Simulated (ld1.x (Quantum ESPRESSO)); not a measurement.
**u(r) = r·R(r): atom against pseudo-atom (holmium (Ho))**

Columns: radius, all-electron u(r) and pseudo u(r) of the 5d shell (level -3.78 eV) of holmium in the configuration [Kr] 4d10 4f11 5s2 5p6 5d0 6s1.5 6p0; PBEsol, scalar-relativistic, RRKJ scheme, ld1.x (Quantum ESPRESSO) 7.5.

| r (bohr) | all-electron | pseudo |
| --- | --- | --- |
| 0.125 | 0.1458 | 0.0009 |
| 0.250 | -0.0141 | 0.0069 |
| 0.375 | -0.1955 | 0.0226 |
| 0.500 | -0.2156 | 0.0511 |
| 0.625 | -0.1261 | 0.0937 |
| 0.750 | 0.0036 | 0.1496 |
| 0.875 | 0.1346 | 0.2159 |
| 1.000 | 0.2500 | 0.2878 |
| 1.125 | 0.3449 | 0.3594 |
| 1.250 | 0.4195 | 0.4251 |
| 1.375 | 0.4759 | 0.4803 |
| 1.500 | 0.5171 | 0.5223 |
| 1.625 | 0.5457 | 0.5508 |
| 1.750 | 0.5642 | 0.5678 |
| 1.875 | 0.5747 | 0.5762 |
| 2.000 | 0.5790 | 0.5792 |
| 2.125 | 0.5783 | 0.5783 |
| 2.250 | 0.5740 | 0.5740 |
| 2.375 | 0.5669 | 0.5669 |
| 2.500 | 0.5576 | 0.5576 |
| 2.625 | 0.5469 | 0.5469 |
| 2.750 | 0.5351 | 0.5351 |
| 2.875 | 0.5225 | 0.5225 |
| 3.000 | 0.5094 | 0.5094 |
| 3.125 | 0.4959 | 0.4959 |
| 3.250 | 0.4821 | 0.4821 |

Question: How many radial nodes do the two functions have?

Answer: The all-electron 5d function has n − l − 1 = 2; the pseudo-wave has 0, since the states of the same l below it are removed with the core.

Question: At about which radius was the pseudo-wave matched?

Answer: 2.10 bohr, where the columns begin to agree (steps of 0.12 bohr).

Question: Is the pseudo-wave norm-conserving?

Answer: Yes: the RRKJ scheme keeps the norm inside the radius equal to the all-electron one, which fixes the energy derivative of the logarithmic derivative at the level.
